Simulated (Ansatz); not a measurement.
A run for Ansatz (an electronic-structure program): U-CCSD(T)/def2-TZVPP on PRu, 2S+1 = 2, a spin state set in the input, which need not be the lowest, a point of a bond scan (R = 2.017 Å). Elements past Kr take the def2 small-core potentials; no spin–orbit coupling.

Ansatz 0.2 input:
```yaml
crystal:
  periodic: [false, false, false]
  atoms:
    - {symbol: Ru, position_ang: [0.00000000, 0.00000000, 0.00000000]}
    - {symbol: P, position_ang: [0.00000000, 0.00000000, 2.01747300]}
basis:
  gaussian:
    orbitals: def2-TZVPP
magnetization: {spin_polarized: true, initial_magnetization: 1}
correlation: {method: ccsd_t, electrons: valence}
output: {orbitals: {seedname: ./end}}
```

Task: Predict the final total energy.

Result: -435.5325 hartree (reference determinant -434.8179, T1 diagnostic 0.076). Its determinant has ⟨S²⟩ = 2.30, a mixture of spin states.

Task: How many basis functions does it have, and what does it roughly cost on one machine?

Result: 98 functions; about 4 core-minutes (a rough figure).
